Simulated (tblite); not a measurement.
Compound: C₃H₇F₂Si (doublet state).
Atom-mapped SMILES: `[CH3:1][C@H:2]([F:3])[CH2:4][SiH:5][F:6]` (hydrogens: H7, H8, H9 on C1; H10 on C2; H11, H12 on C4; H13 on Si5)

The geometry is computed with GFN2-xTB (gas phase). This method treats the open shell by occupation alone, without spin polarisation.

(1) List the bond lengths, angles and torsions at this level.

## Answers

(1) 
| bond | length (bohr) |
| --- | --- |
| C1–C2 | 2.868 |
| C2–F3 | 2.630 |
| C2–C4 | 2.882 |
| C4–Si5 | 3.586 |
| Si5–F6 | 3.080 |
| C1–H7, C1–H8, C1–H9 | 2.053 |
| C2–H10 | 2.076 |
| C4–H11 | 2.063 |
| C4–H12 | 2.062 |
| Si5–H13 | 2.746 |

Bonds in one row agree within 0.02 bohr and their mean is given. A selection of angles:
| angle | degrees |
| --- | --- |
| C2–C1–H7 | 109.9 |
| H7–C1–H8 | 108.6 |
| C1–C2–F3 | 108.2 |
| C1–C2–C4 | 113.7 |
| C1–C2–H10 | 110.9 |
| F3–C2–C4 | 108.0 |
| F3–C2–H10 | 104.7 |
| C4–C2–H10 | 110.8 |
| C2–C4–Si5 | 113.0 |
| C2–C4–H11 | 108.7 |
| C2–C4–H12 | 107.7 |
| Si5–C4–H11 | 111.4 |
| Si5–C4–H12 | 109.1 |
| H11–C4–H12 | 106.7 |
| C4–Si5–F6 | 107.9 |
| C4–Si5–H13 | 116.8 |
| F6–Si5–H13 | 102.1 |

Dihedral angles: C1–C2–C4–Si5 -75° (synclinal); C2–C4–Si5–F6 63° (synclinal).

Si5 (silicon bonded to C, F and H) is pyramidal (angles 116.8°, 107.9° and 102.1°, sum 326.8°, 0.56 Å off the plane of its three neighbours). Of the pairs four or more bonds apart, F6···H9 is among the closest relative to their van der Waals radii: 2.45 Å, 92 % of the sum of Bondi's values.

Point group: C1 (no symmetry element, even within 0.4 Å). Its GFN2-xTB frequencies are all real (lowest 23 cm⁻¹). 3 starts were optimised and ended at 0.00, 0.12 and 0.52 kcal/mol (GFN2-xTB); the lowest of these is shown.

One conformer stands for the species.
